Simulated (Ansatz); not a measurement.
Reaction (cleavage of the Si–Sn bond): `C[SiH2][SnH2][CH3]` + `[SH][SbH2]` → `C[SiH2][S][SbH2]` + `[CH3][SnH3]`

Calculated with Ansatz (gas phase, PBE0-D4/def2-TZVP geometries, no zero-point term in ΔE). CBS: MP2 limit from def2 TZ/QZ plus the TZ coupled-cluster correction, frozen cores. DFT in def2-TZVPP. Elements past krypton have def2 core potentials. For Sb, Sn outer-core shells are correlated without core-valence functions, which leaves a few kJ/mol of doubt a bond. Each species was taken in one conformer, which may not be the lowest.

```tsv
level	ΔE (eV)
PBE0-D4	-0.40
MP2/def2-QZVPP	-0.49
```

(1) What does CCSD(T)/CBS give? (Best estimate.)

Largest T1 diagnostic among the species: 0.013.

## Answers

(1) Computed: -0.42 eV. The listed levels differ from it by 0.02, -0.07 eV.

From PBE to PBE0 (25 % exact exchange), in def2-TZVPP and without D4, ΔE moves by −0.04 eV. The D4 term adds −0.04 eV with B3LYP and −0.02 eV with PBE0; it sums over pairs of atoms, weighted by their polarisabilities, and B3LYP, whose exchange is more repulsive, gets the larger term.

B3LYP here is the variant with VWN-RPA as its local correlation; programs differ in this.
